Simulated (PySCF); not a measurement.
# Dipole response of Dy⁺ (dysprosium, charge +1)

[Xe] 4f10 6s1, one real determinant. All numbers are calculated (PySCF 2.14, scalar relativity by spin-free X2C-1e, in ANO-RCC-VTZP). Coupled (time-dependent) response in atomic units; α is the mean over directions. The basis has no added diffuse functions, which lowers α and C₆.

```csv
method,mean α (bohr³),"α xx, yy, zz",C₆ (like pair),S(−4)
UHF,92.67,"93.10, 93.10, 91.83",843.1,6847
```

S(−4) is the Cauchy moment in α(ω) = α(0) + S(−4) ω² + …

Spin-orbit coupling is absent.

α(iu) at UHF:

| u (hartree) | α(iu) (bohr³) |
| --- | --- |
| 0 | 92.67 |
| 0.0500 | 78.44 |
| 0.100 | 54.78 |
| 0.200 | 27.36 |
| 0.300 | 16.88 |
| 0.500 | 9.555 |
| 0.750 | 6.380 |
| 1.00 | 4.804 |
| 1.50 | 3.130 |
| 2.00 | 2.249 |
| 3.00 | 1.362 |
| 5.00 | 0.6785 |

A single London oscillator, α(iu) = α/(1 + u²/ω²), gives C₆ = (3/4) ω α². Matching the computed C₆ needs ω = 4 × 843.1 / (3 × 92.67²) = 0.131 hartree.

For an ion, C₆ is the dispersion term alone; charge-induced terms of lower order in 1/R come first.

The components differ because the open shell of this determinant is not spherical; for a pure term their mean is the scalar polarisability.

⟨L²⟩ = 34.03 against 42 for a pure I term, so this real determinant mixes terms. Spin-orbit coupling, absent here, splits the open shell strongly.
